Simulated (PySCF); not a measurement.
## Working out the excitation energy of Br

Br [Ar] 3d10 4s2 4p5 (2P) → Br [Ar] 3d10 4s1 4p6 (2S). All numbers are calculated (PySCF 2.14, a scalar-relativistic core potential, in aug-cc-pwCVDZ-PP with ECP10MDF (6s5p4d1f, 48 functions)). Frozen: nothing. Energies in hartree (1 hartree = 27.21139 eV):

```
             part   Br (lower)   Br (upper)
              UHF  -415.475292  -414.921648
MP2 opposite-spin    -0.350121    -0.423189
    MP2 same-spin    -0.175395    -0.183739
```

What does Hartree-Fock give?

(-414.921648) − (-415.475292) = 0.553644 hartree = 15.065 eV.

What do MP2 and SCS-MP2 (6/5 opposite-spin, 1/3 same-spin) give?

The opposite-spin parts differ by -1.988 eV and the same-spin parts by -0.227 eV. MP2: 15.065 + (-1.988) + (-0.227) = 12.850 eV. SCS-MP2: 15.065 + 1.2 × (-1.988) + (-0.227)/3 = 12.604 eV.

The upper state lies above the first ionisation limit, where it may autoionise and the basis confines it.

A double-zeta basis recovers only part of the correlation energy.
